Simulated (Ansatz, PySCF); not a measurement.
C₃H₇NSi. Atoms are numbered in the order given.

```xyz
12

C     -0.7707     2.4414     0.0000
C      0.1758     1.5343     0.0000
C      1.1319     0.6243     0.0000
N      0.9493    -0.7626     0.0000
Si    -0.5989    -1.5786     0.0000
H     -1.1904     2.8439    -0.9323
H     -1.1904     2.8439     0.9323
H      2.1768     0.9589     0.0000
H      1.8042    -1.3046     0.0000
H     -1.4049    -1.2353     1.2069
H     -0.2729    -3.0322     0.0000
H     -1.4049    -1.2353    -1.2069
```

Geometry optimised at B3LYP-D3(BJ)/def2-SVP. The structure was generated by enumeration, and PubChem lists no compound with its InChIKey, so it may never have been made. The values are those of a single conformer.

Vertical ionisation energy (IE) and electron affinity (EA) in eV. Rows of orbital energies are one-electron estimates. Where ΔSCF, EOM or ADC give a negative EA the extra electron is unbound and the value depends on the basis.

```json
[
 {"level": "−ε(HOMO), −ε(LUMO), HF/def2-TZVP (PySCF)", "IE": "8.55", "EA": "-2.97"},
 {"level": "−ε(HOMO), −ε(LUMO), PBE/def2-TZVP (PySCF)", "IE": "4.86", "EA": "1.23"},
 {"level": "ΔSCF, CAM-B3LYP/def2-SVPD (Ansatz), final states of multiplicity 2 and 2", "IE": "[?]", "EA": "[?]"},
 {"level": "ΔSCF, PBE/def2-SVPD (Ansatz), final states of multiplicity 2 and 2", "IE": "7.82", "EA": "-0.94"}
]
```

Problem. Some entries are withheld; supply them. (Estimate from the structure and the level; the computed values follow.)

Solution. 
- ΔSCF, CAM-B3LYP/def2-SVPD (Ansatz, a first-principles code), final states of multiplicity 2 and 2, IE: 8.00
- ΔSCF, CAM-B3LYP/def2-SVPD (Ansatz), final states of multiplicity 2 and 2, EA: -1.36

Problem. What vertical singlet–triplet gap does ΔSCF give with CAM-B3LYP/def2-SVPD (Ansatz) and with PBE/def2-SVPD (Ansatz)? (Estimate from the structure and the level; the computed values follow.)

Solution. 3.94 and 3.59 eV (triplet above singlet where positive).
